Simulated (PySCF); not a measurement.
## SMILES [BH3-][NH2+]COCF, C$_{2}$H$_{9}$BFNO

Molfile (atoms numbered from 1):
```
C2H9BFNO
     RDKit          3D

 15 14  0  0  0  0  0  0  0  0999 V2000
   -2.3005   -0.4561    0.1352 B   0  0  0  0  0  0  0  0  0  0  0  0
   -0.9812   -0.2412   -0.8038 N   0  0  0  0  0  0  0  0  0  0  0  0
    0.2221    0.0704   -0.0611 C   0  0  0  0  0  0  0  0  0  0  0  0
    1.2827    0.1530   -0.9740 O   0  0  0  0  0  0  0  0  0  0  0  0
    2.5016    0.4386   -0.4137 C   0  0  0  0  0  0  0  0  0  0  0  0
    2.5310    1.7158    0.0637 F   0  0  0  0  0  0  0  0  0  0  0  0
   -3.2097   -0.7120   -0.6419 H   0  0  0  0  0  0  0  0  0  0  0  0
   -2.4571    0.6017    0.7327 H   0  0  0  0  0  0  0  0  0  0  0  0
   -2.0213   -1.3926    0.8755 H   0  0  0  0  0  0  0  0  0  0  0  0
   -1.1624    0.5057   -1.4778 H   0  0  0  0  0  0  0  0  0  0  0  0
   -0.8258   -1.0889   -1.3539 H   0  0  0  0  0  0  0  0  0  0  0  0
    0.0628    1.0212    0.4701 H   0  0  0  0  0  0  0  0  0  0  0  0
    0.3847   -0.7294    0.6824 H   0  0  0  0  0  0  0  0  0  0  0  0
    2.7288   -0.2378    0.4338 H   0  0  0  0  0  0  0  0  0  0  0  0
    3.2531    0.3358   -1.2107 H   0  0  0  0  0  0  0  0  0  0  0  0
  1  2  1  0
  2  3  1  0
  3  4  1  0
  4  5  1  0
  5  6  1  0
  1  7  1  0
  1  8  1  0
  1  9  1  0
  2 10  1  0
  2 11  1  0
  3 12  1  0
  3 13  1  0
  5 14  1  0
  5 15  1  0
M  CHG  2   1  -1   2   1
M  END
```

Method: PySCF 2.14.0, GIAO HF/pcSseg-1 magnetisability, rotational g tensor and spin-rotation constants, non-relativistic, gas phase. Geometry: PBE0-D3(BJ)/def2-SVP.

How diamagnetic is it, and how anisotropic?

Isotropic -980 × 10⁻³⁰ J/T², or -59.0 × 10⁻⁶ cm³/mol; principal values -1055, -971, -915 × 10⁻³⁰ J/T², anisotropy 122 × 10⁻³⁰ J/T² (root of half the summed squared differences of the principal values). The susceptibility is in cgs units.

Split it along the inertial axes a, b, c into diamagnetic and paramagnetic parts about the centre of mass, with the quadrupole moment.


| axis | χ (10⁻⁶ cm³/mol) | diamagnetic (10⁻⁶ cm³/mol) | paramagnetic (10⁻⁶ cm³/mol) | summed x² of all electrons (Å²) | quadrupole Θ (D Å) |
| --- | --- | --- | --- | --- | --- |
| a | -61.6 | -198.3 | 136.7 | 196.5 | -20.14 |
| b | -59.6 | -910.3 | 850.7 | 28.6 | +8.00 |
| c | -55.8 | -955.0 | 899.2 | 18.1 | +12.14 |

Anisotropies 2χaa − χbb − χcc = -7.8 and 2χbb − χaa − χcc = -1.9 × 10⁻⁶ cm³/mol. Θ is traceless in Buckingham's convention.

And the rotational g tensor?


```tsv
axis	rotational constant (GHz)	g	nuclear part	electronic part
a	10.8340	-0.0349	0.6607	-0.6956
b	1.4562	-0.0174	0.5646	-0.5820
c	1.3742	-0.0205	0.5600	-0.5805
```
Asymmetric top; isotopes 11B, 12C, 19F, 1H, 14N, 16O; no vibrational averaging.
